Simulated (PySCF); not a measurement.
CH5FO2Si2.

```xyz
11

F      2.0641    -0.8816    -0.4172
Si     0.9997    -0.1304     0.5562
O      0.5098     1.3232    -0.0984
C     -0.6942     1.4273    -0.8103
O     -1.6162     0.4252    -0.4883
Si    -1.1664    -0.9607     0.3591
H      1.7149     0.1416     1.8244
H     -0.4792     1.3869    -1.8941
H     -1.1433     2.4044    -0.5673
H     -1.3474    -2.1845    -0.4736
H     -1.9722    -1.0900     1.6071
```
Charge 0, spin multiplicity 1.

The structure is a stationary point at PBE0-D3(BJ)/def2-SVP. The structure was generated by enumeration; whether it is a known compound was not checked. Other conformers were not sampled.

Method: PBE/pcSseg-1 in PySCF. Non-relativistic, no solvent.

Computed absolute GIAO shielding of each atom: isotropic value and principal components (ppm):
```json
[
 {"atom": "F1", "σ(iso)": "314.6", "σ11": "222.3", "σ22": "341.3", "σ33": "380.0", "span": "157.7"},
 {"atom": "Si2", "σ(iso)": "335.1", "σ11": "303.4", "σ22": "342.4", "σ33": "359.4", "span": "56.0"},
 {"atom": "O3", "σ(iso)": "170.9", "σ11": "42.0", "σ22": "195.5", "σ33": "275.1", "span": "233.1"},
 {"atom": "C4", "σ(iso)": "78.7", "σ11": "48.1", "σ22": "84.6", "σ33": "103.3", "span": "55.2"},
 {"atom": "O5", "σ(iso)": "254.4", "σ11": "173.5", "σ22": "247.9", "σ33": "341.7", "span": "168.3"},
 {"atom": "Si6", "σ(iso)": "375.1", "σ11": "307.9", "σ22": "358.2", "σ33": "459.2", "span": "151.3"},
 {"atom": "H7", "σ(iso)": "25.5", "σ11": "21.9", "σ22": "23.6", "σ33": "31.1", "span": "9.2"},
 {"atom": "H8", "σ(iso)": "25.4", "σ11": "20.6", "σ22": "25.0", "σ33": "30.6", "span": "10.0"},
 {"atom": "H9", "σ(iso)": "25.4", "σ11": "20.4", "σ22": "25.2", "σ33": "30.7", "span": "10.3"},
 {"atom": "H10", "σ(iso)": "26.1", "σ11": "23.0", "σ22": "24.1", "σ33": "31.2", "span": "8.1"},
 {"atom": "H11", "σ(iso)": "26.2", "σ11": "22.8", "σ22": "24.3", "σ33": "31.6", "span": "8.9"}
]
```
